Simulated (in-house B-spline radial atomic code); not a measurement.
Orbital energies and mean radii along the 21-electron series, configuration [Ar] 3d3. The effective charge is n√(-2ε), a non-relativistic measure. Computed with a radial B-spline atomic code at the basis-set limit: Dirac-Hartree-Fock, average of the configuration, finite nuclei.

```tsv
ion	Z	energy of 3p3/2 (Eh)	mean radius of 3p3/2 (bohr)	energy of 2p3/2 (Eh)	mean radius of 2p3/2 (bohr)	energy of 2s1/2 (Eh)	mean radius of 2s1/2 (bohr)	effective charge of 3p3/2
La36+	57	-98.498	0.26445	-269.66	0.095055	-298.45	0.10599	42.107
Ce37+	58	-103.33	0.25873	-281.46	0.093217	-311.82	0.10377	43.127
Pr38+	59	-108.28	0.25325	-293.51	0.091447	-325.54	0.10164	44.148
Nd39+	60	-113.35	0.24799	-305.83	0.089739	-339.61	0.099568	45.169
Pm40+	61	?	?	?	?	?	?	?
Sm41+	62	?	?	?	?	?	?	?
Eu42+	63	-129.25	0.2334	-344.33	0.084963	-383.93	0.093753	48.234
Gd43+	64	-134.79	0.22889	-357.68	0.083476	-399.42	0.091933	49.257
Tb44+	65	-140.45	0.22455	-371.29	0.082038	-415.29	0.090167	50.28
Dy45+	66	-146.22	0.22036	-385.17	0.080646	-431.53	0.088454	51.303
Ho46+	67	?	?	?	?	?	?	?
Er47+	68	-158.13	0.21241	-413.71	0.077993	-465.17	0.085171	53.352
Tm48+	69	-164.27	0.20864	-428.37	0.076726	-482.58	0.083598	54.377
Yb49+	70	-170.52	0.20499	-443.29	0.075498	-500.38	0.082067	55.402
Lu50+	71	-176.9	0.20147	-458.48	0.074306	-518.59	0.080577	56.428
```

Q: Fill in the row of Pm40+.

A: energy of 3p3/2 (Eh): -118.53; mean radius of 3p3/2 (bohr): 0.24293; energy of 2p3/2 (Eh): -318.4; mean radius of 2p3/2 (bohr): 0.088091; energy of 2s1/2 (Eh): -354.03; mean radius of 2s1/2 (bohr): 0.097567; effective charge of 3p3/2: 46.19.

Q: Fill in the row of Sm41+.

A: energy of 3p3/2 (Eh): -123.83; mean radius of 3p3/2 (bohr): 0.23807; energy of 2p3/2 (Eh): -331.23; mean radius of 2p3/2 (bohr): 0.0865; energy of 2s1/2 (Eh): -368.8; mean radius of 2s1/2 (bohr): 0.09563; effective charge of 3p3/2: 47.212.

Q: Fill in the row of Ho46+.

A: energy of 3p3/2 (Eh): -152.12; mean radius of 3p3/2 (bohr): 0.21632; energy of 2p3/2 (Eh): -399.31; mean radius of 2p3/2 (bohr): 0.079299; energy of 2s1/2 (Eh): -448.16; mean radius of 2s1/2 (bohr): 0.086789; effective charge of 3p3/2: 52.327.

Q: How does the screening of 3p3/2 change?

A: Z less the effective charge goes from 14.89 at Z = 57 to 14.57 at Z = 71.
